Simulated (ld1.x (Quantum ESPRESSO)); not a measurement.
What the settings do to the RRKJ potential of sulfur (S)

Base potential:

sulfur (S), norm-conserving RRKJ (Kleinman–Bylander form), made with ld1.x (Quantum ESPRESSO) 7.5 (Wu–Cohen, scalar-relativistic). Core [Ne], reference 3s1.5 3p4.5. Waves: 3s (bound): rc 1.15 bohr; 3p (bound): rc 1.40 bohr. Local part: all-electron potential smoothed inside 1.00 bohr (lloc = -1). Core correction: a·sin(br)/r model core inside 1.05 bohr. rho0 = 0.01.

All-electron outer shells of the reference configuration (Wu–Cohen, scalar-relativistic, ld1.x):

```json
{"shell": "2s", "level (eV)": "-212.11", "outermost node (bohr)": "0.13", "outermost maximum (bohr)": "0.39"}
{"shell": "2p", "level (eV)": "-157.21", "outermost node (bohr)": "–", "outermost maximum (bohr)": "0.33"}
{"shell": "3s", "level (eV)": "-17.55", "outermost node (bohr)": "0.60", "outermost maximum (bohr)": "1.40"}
{"shell": "3p", "level (eV)": "-7.26", "outermost node (bohr)": "0.58", "outermost maximum (bohr)": "1.59"}
```

Cutoffs, loose and tight: the cutoffs (Ry, on a coarse ladder) from which the occupation-weighted sum of valence levels, in a spherical-Bessel basis at the reference potential, stays within 10 and 1 mRy of its value at 400 Ry. They do not see the model core or the augmentation charge, which bear on the density cutoff. Test errors are all-electron minus pseudo excitation energies from the reference, over the configurations 3s2 3p4; 3s2 3p3; 3s2 3p2; 3s2 3p4.3; 3s2 3p0; 3s1 3p5; 3s0 3p6. A dash means not determined; rows that change the core or the reference have their own tests.

| change | outcome | cutoff, loose | cutoff, tight | bound ghosts | largest test error (meV) |
| --- | --- | --- | --- | --- | --- |
| base | generated | 50 Ry | 120 Ry | none | +446 |
| core correction a·sin(br)/r model core inside 0.54 bohr | generated | 50 Ry | 120 Ry | none | +442 |
| core correction a·sin(br)/r model core inside 0.66 bohr | generated | 50 Ry | 120 Ry | none | +443 |
| core correction a·sin(br)/r model core inside 0.86 bohr | generated | 50 Ry | 120 Ry | none | +447 |
| core correction a·sin(br)/r model core inside 1.06 bohr | generated | 50 Ry | 120 Ry | none | +444 |
| core correction a·sin(br)/r model core inside 1.22 bohr | generated | 50 Ry | 120 Ry | none | +446 |

**Question.** What comes out with this change to the base: core correction none?

**Answer.** outcome: generated; cutoff, loose: 50 Ry; cutoff, tight: 120 Ry; bound ghosts: none; largest test error (meV): +853.

**Question.** What comes out with this change to the base: core correction a·sin(br)/r model core inside 1.38 bohr?

**Answer.** outcome: generated; cutoff, loose: 50 Ry; cutoff, tight: 120 Ry; bound ghosts: none; largest test error (meV): +549.
